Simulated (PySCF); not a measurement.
# Computed properties of SZn, SMILES [S]=[Zn]

SZn, SMILES [S]=[Zn]. Geometry optimised at PBE0-D3(BJ)/def2-TZVP. The values are those of a single conformer. All values are computed for the isolated molecule unless a solvent is named; none is compared with measurement here.

**Structure.** The optimised structure has C∞v symmetry. All 1 harmonic modes at PBE0-D3(BJ)/def2-TZVP (PySCF) are real, so it is a minimum.

**Vibrations.** The strongest infrared lines (harmonic, unscaled, degenerate partners summed) lie at 460 cm⁻¹ (5 km/mol, S 67 %, Zn 33 %). The softest mode is at 460 cm⁻¹ and the zero-point energy is 0.7 kcal/mol.

**Electronic structure.** CAM-B3LYP/def2-TZVPD (PySCF) places the frontier levels at -7.81 and -3.34 eV, a gap of 4.47 eV, and gives a dipole moment of 5.66 D and a mean polarisability of 59.3 bohr³. PBE/def2-TZVPD (PySCF) at the same geometry gives -5.52 and -4.98 eV, so its gap is 3.93 eV narrower. An orbital gap is neither the optical nor the fundamental gap.

**Excitations.** TDDFT-M06-2X/def2-TZVPD (PySCF) has S1 at 0.61 eV (2022 nm, f = 0.002, weak); the most intense of the 10 singlets computed lies at 5.98 eV (f = 0.57). Strengths of degenerate partners are summed. T1 (TDA) is at 0.36 eV. TDDFT-PBE/def2-TZVPD (PySCF) puts S1 at 0.72 eV.
